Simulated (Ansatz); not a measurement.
`C[NH][Al]([CH3])[Cl]` and `[CH3][Al]([NH2])[Cl]` differ in one atom or group.

Ansatz, PBE0-D4/def2-TZVP geometries, multiplicity 1. Each molecule was computed in one conformer, which needn't be the lowest.

```csv
property,`C[NH][Al]([CH3])[Cl]`
LUMO energy (ωB97M-V/def2-TZVPP) / eV,1.48
zero-point energy (PBE0-D4/def2-TZVP) / kJ/mol,241.2
size of the dipole moment (PBE/def2-TZVPP) / D,2.23
HOMO energy (PBE0/def2-TZVPP) / eV,-6.92
HOMO energy (PBE/def2-TZVPP) / eV,-5.60
LUMO energy (PBE0/def2-TZVPP) / eV,0.04
```

(1) Give the same properties after the change, and the shifts. (An estimate is asked.)

## Answers

(1) Computed: 
```json
{"property": "LUMO energy (ωB97M-V/def2-TZVPP) / eV", "`[CH3][Al]([NH2])[Cl]`": "1.43", "shift": "-0.05"}
{"property": "zero-point energy (PBE0-D4/def2-TZVP) / kJ/mol", "`[CH3][Al]([NH2])[Cl]`": "165.6", "shift": "-75.6"}
{"property": "size of the dipole moment (PBE/def2-TZVPP) / D", "`[CH3][Al]([NH2])[Cl]`": "2.31", "shift": "0.08"}
{"property": "HOMO energy (PBE0/def2-TZVPP) / eV", "`[CH3][Al]([NH2])[Cl]`": "-7.61", "shift": "-0.69"}
{"property": "HOMO energy (PBE/def2-TZVPP) / eV", "`[CH3][Al]([NH2])[Cl]`": "-6.20", "shift": "-0.60"}
{"property": "LUMO energy (PBE0/def2-TZVPP) / eV", "`[CH3][Al]([NH2])[Cl]`": "-0.01", "shift": "-0.05"}
```

With PBE0 the HOMO falls by 0.69 eV and the LUMO falls by 0.05 eV, so the gap widens by about 0.64 eV. PBE moves the HOMO by -0.60 eV and ωB97M-V by -0.75 eV. The zero-point energy changes by -75.6 kJ/mol with -9 modes. Dipoles are sizes alone; their direction can turn.
